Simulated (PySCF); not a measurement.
Sn(OMe)(SH) (CH₄OSSn), SMILES C[O][Sn][SH] (connectivity only; charge and spin as stated), neutral, multiplicity 1.

The structure is a stationary point at B3LYP-D3(BJ)/def2-SVP. The structure was generated by enumeration; whether it is a known compound was not checked. The def2 effective core potentials stand for the cores of Sn; spin–orbit coupling is left out. One conformer was computed; it need not be the lowest.

Two levels are set side by side: PBE/def2-TZVP (PySCF) and CAM-B3LYP/def2-TZVP (PySCF). Same geometry, gas phase. Differences are taken from unrounded values.

| quantity | PBE |
|---|---|
| orbital gap (eV) | 3.20 |
| highest occupied level (eV) | -6.16 |
| lowest empty level (eV) | -2.96 |
| dipole moment (D) | 1.62 |
| mean polarisability (bohr³) | 81.1 |

Question: These are the PBE values. What does CAM-B3LYP give? (Estimate from the structure and the level; the computed values follow.)

Answer: 
```
quantity                     CAM-B3LYP  PBE minus CAM-B3LYP
---------------------------  ---------  -------------------
orbital gap (eV)                  7.05                -3.85
highest occupied level (eV)      -8.51                 2.35
lowest empty level (eV)          -1.46                -1.50
dipole moment (D)                 1.99                -0.37
mean polarisability (bohr³)       76.6                  4.5
```

Without exact exchange PBE keeps part of each electron's self-repulsion, which lifts occupied levels and narrows the gap. Loosely held outer electrons make PBE densities more polarisable. Differences between two approximate levels are no errors against the true value.

Rough cost on one machine, each run with all the roots and properties that it gave: CAM-B3LYP against PBE within a factor of 2.
